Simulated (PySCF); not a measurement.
Species: C8H7 (doublet state).
Geometry (GFN2-xTB, Å), atoms numbered from 1 in this order:
```
atom  x, y, z in Å
C1     4.3907   -0.2775    0.0750
C2     3.1145   -0.3276    0.3051
C3     1.8420   -0.3640    0.5409
C4     0.6197   -0.4042    0.7689
C5    -0.7247   -0.4527    1.0510
C6    -1.6925   -0.2528    0.1460
C7    -3.1204   -0.1816   -0.1467
C8    -2.0786    0.0429   -1.2300
H9     4.9553    0.6410    0.1674
H10    4.9563   -1.1506   -0.2217
H11   -0.9964   -0.6697    2.0804
H12   -3.6880    0.6694    0.2082
H13   -3.6984   -1.0970   -0.1689
H14   -1.9472   -0.7194   -1.9870
H15   -1.9367    1.0463   -1.6103
```

The hyperfine couplings belong to this conformer and change with its torsions.

As a line formula: `C1C(=CC#C[C]=C)C1` [radical].

Theory: PySCF, UKS B3LYP, pcH-1 on C H, non-relativistic, mean-field spin-orbit, GIAO. Geometry: GFN2-xTB; no solvent, vibrations or thermal averaging. A GFN2-xTB geometry isn't a minimum of the functional, and hyperfine couplings can be far from their values at a DFT geometry. No stability test was run, so a lower SCF solution isn't excluded. ⟨S²⟩ is 0.791 where a pure state has 0.75.

(1) Break the g tensor into its mass correction, gauge correction and orbital-Zeeman/spin–orbit terms.

(2) At 9.656 GHz, how far is the centre of the isotropic spectrum from where a free electron (g = 2.002319) resonates?

(3) Average each term over the three axes. Which is largest in size?

(4) What are the electron Larmor frequencies g μB B/h along the three axes at 1200 mT?

(5) In a frozen sample, at which fields do the three g values resonate at 9.5, 34, 94 and 263 GHz (hyperfine left aside), and which band first spreads them over more than twice a line width of 1.0 mT?

Results:

(1) 
```tsv
Δg (ppm)	1	2	3
relativistic mass correction	-145	-145	-145
gauge correction	32	-1	38
orbital Zeeman/spin–orbit	-757	-9	701
total	-869	-155	594
```

So g = 2.00145, 2.00216, 2.00291 and g_iso = 2.00218; the tensor is rhombic: the two nearest values differ by 49 % of g3 − g1. Axes: g1 points within 2° of the C2–C3 bond and g3 points within 6° of the C6–C8 bond.

(2) B = hν/(g μB) with μB/h = 13.99624 MHz/mT gives 344.55 mT for the free electron and 344.57 mT at g_iso, 0.02 mT higher.

(3) The mass correction -145, the gauge correction 23 and the orbital-Zeeman/spin–orbit term -22 ppm, for a total of -143 ppm. The mass correction is the largest in size. The mass correction is the same along every axis, so the anisotropy comes from the other two: their spans along these axes are 39 (gauge) and 1458 ppm (orbital Zeeman/spin–orbit).

(4) 33.6153, 33.6273, 33.6399 GHz for g1, g2 and g3, a range of 24.6 MHz.

(5) 
| band | GHz | B(g3) mT | B(g2) mT | B(g1) mT | spread mT |
| --- | --- | --- | --- | --- | --- |
| X | 9.5 | 338.88 | 339.01 | 339.13 | 0.25 |
| Q | 34.0 | 1212.84 | 1213.30 | 1213.73 | 0.89 |
| W | 94.0 | 3353.16 | 3354.41 | 3355.61 | 2.45 |
| J | 263.0 | 9381.71 | 9385.22 | 9388.57 | 6.86 |

The spread grows in proportion to the frequency. W band is the first where it exceeds 2.0 mT.

The largest Mulliken spin populations are on C2 (+0.55), C4 (+0.50), C6 (+0.41) and C3 (-0.23). Three atoms exceed +0.15. The positive populations add up to 1.63 and the negative ones to -0.63, together 2S = 1.

The HOMO–LUMO gaps are 3.73 eV among the α and 4.18 eV among the β orbitals.
